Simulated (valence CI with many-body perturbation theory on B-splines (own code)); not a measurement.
Sensitivity of CI+MBPT for Fe XII

Computed by relativistic CI+MBPT: five valence electrons over a frozen Dirac-Fock core [Ne], a basis of 6 s, 6 p, 5 d, 3 f, 1 g functions for each j, with the one-electron correlation potential Σ1 (screened to all orders), the two-electron term Σ2, the three-electron term Σ3, Breit, model QED; selected single and double excitations, second order for the rest, scaled by the run's own slope (own B-spline code, finite nucleus).

No measured spectrum was set against this ion. As an estimate, levels of excited configurations hold to 0.05 to 0.15 % of their energy, terms of the ground configuration to about 0.5 %. Among the levels kept, up to 1100 cm⁻¹ of a level comes from second order outside the variational space, and about a tenth of that is noise between levels of different J, which matters for small intervals.

The reference run has the lowest level 3s2 3p3 4S°_3/2 and an ionisation energy of 327.290 eV. Its largest variational space holds 9998 state functions.

Names give the largest LS component (configuration and term), which can be under half, so a name can repeat, a term be missing and a line seem to break the LS rules; names also repeat where a configuration has a term twice.

Changed runs:
A. size limit of the variational space 10000 → 6000
B. factor on the speed of light 1 → 100; QED terms on → off; Breit term on → off
C. highest l with Σ1, explicit Σ2 and valence Breit (higher l get mean screening factors) 3 → 0
D. correlating orbitals by l 3 3 3 2 1 → 0 0 0 0 0 (bad on purpose)

Excitation energies of the reference run in cm⁻¹, and shifts in cm⁻¹:

```tsv
Level	Reference	A	B	C	D
3s2 3p3 2D°_3/2	42012	-1.6	+2604	+395	+2297
3s2 3p3 2D°_5/2	46544	-0.4	-1930	+411	+2288
3s2 3p3 2P°_1/2	74695	-2.5	-2352	+592	+2573
3s2 3p3 2P°_3/2	81076	-3.0	-8733	+489	+2485
3s 3p4 4P_5/2	274368	+2.5	-11102	+197	-353
3s 3p4 4P_3/2	283985	+2.9	-20718	+37	-381
3s 3p4 4P_1/2	288295	-1.4	-25028	+29	-358
3s 3p4 2D_3/2	340089	-1.4	-15910	+872	+1365
3s 3p4 2D_5/2	342041	-1.7	-17865	+898	+1353
3s2 3p2 3d 2P_3/2	390043	-5.8	-11698	+1705	+1834
3s 3p4 2P_1/2	394813	-2.2	-16467	+1802	+2396
3s 3p4 2S_1/2	411006	-2.8	-23955	+1615	+2841
Ionisation energy (eV)	327.290	-0.00029	+0.971	+2.084	-0.191
```
